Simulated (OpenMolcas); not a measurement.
## Ce2+: moving or changing the point charges

Ce2+ among 8 point charges of -1 e arranged as a cube (Oh), 2.66 Å from the ion.
```
   1.5358    1.5358    1.5358  -1.00
   1.5358    1.5358   -1.5358  -1.00
   1.5358   -1.5358    1.5358  -1.00
   1.5358   -1.5358   -1.5358  -1.00
  -1.5358    1.5358    1.5358  -1.00
  -1.5358    1.5358   -1.5358  -1.00
  -1.5358   -1.5358    1.5358  -1.00
  -1.5358   -1.5358   -1.5358  -1.00
```

```yaml
Program: OpenMolcas 26.06
Method: CASSCF
Basis: ANO-RCC-VDZP [7s6p4d2f1g]
Scalar_Hamiltonian: DKH2, point nucleus
Active_space: 2 electrons in 7 orbitals (4f)
State_averaging: 2S+1 = 3 even, 21 roots; 2S+1 = 1 even, 27 roots kept (CI in the orbitals of an earlier block)
Spin-orbit_coupling: RASSI with atomic mean-field integrals over the reference wave functions
```

Runs around this geometry, states (labels of O, the rotations of Oh). Energies in cm-1 above the lowest state or level, χT in cm3 K/mol; under a threefold ground state the first gap can be a small split of the lowest multiplet, not the spin-orbit step.

| R (Å) | Ground state | First state of that spin | First gap with spin-orbit (degeneracies) | Width of lowest J | χT at 300 K |
| --- | --- | --- | --- | --- | --- |
| 2.66 | 3T1 | 3E 36.9 | 329.1 (3, 2) | 428 | 1.513 |
| 2.93 | 3T1 | 3E 20.1 | 217.2 (3, 2) | 270 | 1.594 |
| 3.19 | 3T1 | 3E 13.0 | 145.9 (3, 2) | 181 | 1.628 |

Taking the width of the lowest J multiplet as R^-n, n = -ln(181 / 428) / ln(3.19 / 2.66) = 4.7 between the shortest and longest distance.

This is an electrostatic model: the charges have no orbitals. No measured value stands beside these numbers.
